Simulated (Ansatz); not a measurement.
Reaction (substitution at a C–N bond): `CC(C)[NH][Al]([F])[F]` + `[OH][InH2]` → `CC(C)[O][InH2]` + `[NH2][Al]([F])[F]`

Computed with Ansatz on PBE0-D4/def2-TZVP structures; ΔE is electronic, products minus reactants. CBS: MP2 limit from def2 TZ/QZ plus the TZ coupled-cluster correction, frozen cores. Functionals use def2-TZVPP. B3LYP here is the variant with VWN-RPA as its local correlation; programs differ in this. Elements past krypton have def2 core potentials. For In outer-core shells are correlated without core-valence functions, which leaves a few kJ/mol of doubt a bond. Each species was taken in one conformer, which may not be the lowest.

```json
{"level": "PBE-D4", "ΔE (kJ/mol)": "5.2", "difference from CCSD(T)/CBS": "2.7"}
{"level": "r2SCAN-D4", "ΔE (kJ/mol)": "2.7", "difference from CCSD(T)/CBS": "0.2"}
{"level": "B3LYP-D4", "ΔE (kJ/mol)": "2.0", "difference from CCSD(T)/CBS": "-0.5"}
{"level": "HF/def2-TZVPP", "ΔE (kJ/mol)": "-4.0", "difference from CCSD(T)/CBS": "-6.5"}
{"level": "MP2/def2-TZVPP", "ΔE (kJ/mol)": "5.9", "difference from CCSD(T)/CBS": "3.4"}
{"level": "SCS-MP2/def2-TZVPP", "ΔE (kJ/mol)": "4.2", "difference from CCSD(T)/CBS": "1.7"}
{"level": "CCSD/def2-TZVPP", "ΔE (kJ/mol)": "2.9", "difference from CCSD(T)/CBS": "0.4"}
{"level": "MP2/def2-QZVPP", "ΔE (kJ/mol)": "5.4", "difference from CCSD(T)/CBS": "2.9"}
{"level": "SCS-MP2/def2-QZVPP", "ΔE (kJ/mol)": "3.8", "difference from CCSD(T)/CBS": "1.3"}
{"level": "HF/CBS(def2)", "ΔE (kJ/mol)": "-4.6", "difference from CCSD(T)/CBS": "-7.1"}
{"level": "CCSD(T)/CBS", "ΔE (kJ/mol)": "2.5", "difference from CCSD(T)/CBS": "0"}
```

Largest T1 diagnostic among the species: 0.017.

In def2-TZVPP, CCSD(T) changes the Hartree–Fock value by +7.1 kJ/mol (the triples alone add +0.2 kJ/mol) and MP2 by +9.9 kJ/mol.
